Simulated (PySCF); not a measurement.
# C₆ coefficients of unlike pairs at PBE

Calculated with PySCF 2.14 from the dipole response of each species, C₆(A,B) = (3/π) ∫ α_A(iu) α_B(iu) du, in atomic units, from isotropic polarisabilities. For ions this is the dispersion term alone; charge-induced terms of lower order in 1/R come first.

```csv
species,configuration,basis,relativity,α (bohr³),C₆ (like pair)
Cu,[Ar] 3d10 4s1 (2S),dyall-av2z (16s12p7d2f),none,43.01,263.0
Cr³⁺,[Ar] 3d3 (4F),aug-cc-pwCVTZ (10s9p7d4f3g),none,2.182,5.535
In²⁺,[Kr] 4d10 5s1 (2S),aug-cc-pwCVTZ-PP with ECP28MDF (8s7p6d4f1g),core potential,13.05,62.83
Sr²⁺,[Kr] (1S),def2-TZVPPD with the def2 core potential (28 electrons) (6s4p3d1f),core potential,5.777,27.86
```

(1) Estimate C₆ for Sr²⁺ with Cu.

No spin-orbit coupling is included.

The other pairs:

```json
{"pair": "Cr³⁺, Cu", "C₆": "27.25"}
{"pair": "Sr²⁺, Cr³⁺", "C₆": "12.09"}
{"pair": "In²⁺, Cr³⁺", "C₆": "17.23"}
{"pair": "Sr²⁺, In²⁺", "C₆": "40.34"}
{"pair": "In²⁺, Cu", "C₆": "117.6"}
```

Answers

(1) The integral gives 67.35. The combination rule 2 C_A C_B / (C_A α_B/α_A + C_B α_A/α_B) gives 60.38 and the geometric mean 85.61.
